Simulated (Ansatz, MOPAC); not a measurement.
Species: 1,1-difluoroethane, C2H4F2, net charge 0, singlet state. SMILES: CC(F)F
Coordinates optimised at B3LYP-D3(BJ)/def2-TZVP (Ansatz, a first-principles code):
```xyz
8

C     -1.3731    -0.0681     0.0292
C      0.0961    -0.0798     0.3399
F      0.7432    -0.9902    -0.4560
F      0.6484     1.1468     0.0727
H     -1.8004    -1.0511     0.2265
H     -1.5204     0.1851    -1.0206
H     -1.8768     0.6705     0.6524
H      0.3352    -0.3259     1.3772
```

Wanted: vertical ionisation energy to the doublet, in eV. Set-up: frozen cores in correlated levels; six Cartesian d functions in 6-31G* and its kin unless marked 5d; non-relativistic; each state is the SCF solution reached for its charge and spin; no spin-orbit coupling; UHF or UKS for open shells; no dispersion term unless named. Basis-set limits of correlation are two-point, X^-3; Hartree-Fock from the larger set. First-principles rows: single points at B3LYP-D3(BJ) geometries (Ansatz). Semi-empirical rows: differences of heats of formation at the shared geometry for vertical values.

```
species            coefficient  E at B3LYP/6-31G* (Ansatz), Eh  E at PBE0/def2-TZVPD (Ansatz), Eh  heat of formation at AM1 (MOPAC), kcal/mol
-----------------  -----------  ------------------------------  ---------------------------------  ------------------------------------------
charge 1, doublet           +1                      -277.85969                         -277.69225                                      157.02
charge 0, singlet           -1                      -278.30149                         -278.14615                                     -115.20
```

Coupled cluster (Ansatz) is a level with limits of its own, used here on species with T1 under 0.025 (0.045 for open shells) and stable references: CCSD(T)/CBS(aug-cc-pVTZ,aug-cc-pVQZ). Value to compare with, CCSD(T)/CBS(aug-cc-pVTZ,aug-cc-pVQZ) (Ansatz): 12.93 eV. 1 Eh = 27.2114 eV and 1 eV = 23.0605 kcal/mol.

Task: Compute it at each level from the table, and compare with CCSD(T)/CBS(aug-cc-pVTZ,aug-cc-pVQZ) (Ansatz).

Result: 
- B3LYP/6-31G*: the sum of coefficient times E is 0.44180 Eh, or 12.022 eV. Result: 12.02 eV. Its difference against CCSD(T)/CBS(aug-cc-pVTZ,aug-cc-pVQZ) (Ansatz) is -0.91 eV.
- PBE0/def2-TZVPD: the sum of coefficient times E is 0.45390 Eh, or 12.351 eV. Result: 12.35 eV. Its difference against CCSD(T)/CBS(aug-cc-pVTZ,aug-cc-pVQZ) (Ansatz) is -0.58 eV.
- AM1: the sum of coefficient times heat of formation is 272.22 kcal/mol, or 11.80 eV. Its difference against CCSD(T)/CBS(aug-cc-pVTZ,aug-cc-pVQZ) (Ansatz) is -1.13 eV.
